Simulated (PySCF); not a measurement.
A GIAO shielding run with PySCF (density fitting, non-relativistic, gas phase) on `FCC1=CC=CC[SiH+]1`, [C6H8FSi]+:

```
$ OMP_NUM_THREADS=1 python probes_run.py task.json out

{"job": {"kind": "nmr", "xc": "PBE0", "basis": "pcSseg-1"}, "charge": 1, "multiplicity": 1}
F     -2.680091     1.532104     0.249908
C     -2.480293     0.207158    -0.068881
C     -0.995880    -0.019278    -0.046767
C     -0.412540    -1.213485    -0.331163
C      0.996046    -1.486438    -0.330367
C      1.982069    -0.613690    -0.065870
C      1.836358     0.833240     0.291498
Si     0.050069     1.443031     0.392085
H     -2.918563     0.039434    -1.058144
H     -3.012301    -0.391298     0.677647
H     -1.053442    -2.048684    -0.584819
H      1.271290    -2.502481    -0.573564
H      3.004592    -0.961947    -0.108944
H      2.370299     0.997408     1.234830
H      2.414847     1.414544    -0.436663
H     -0.380060     2.779326     0.747805
```

Hardware: 1 thread of an Arm Neoverse V1, shared host. The job also computes population analyses, field gradients, ring-centre shieldings.

Task: How large is the calculation?

Result: 66 electrons, 183 basis functions and 968 auxiliary functions.

Task: How long does it take, and how much memory does it need?

Result: 36 s of wall time, with 14 SCF cycles and 5 response iterations; peak memory 0.84 GiB. Times on a shared host scatter by some tens of per cent.
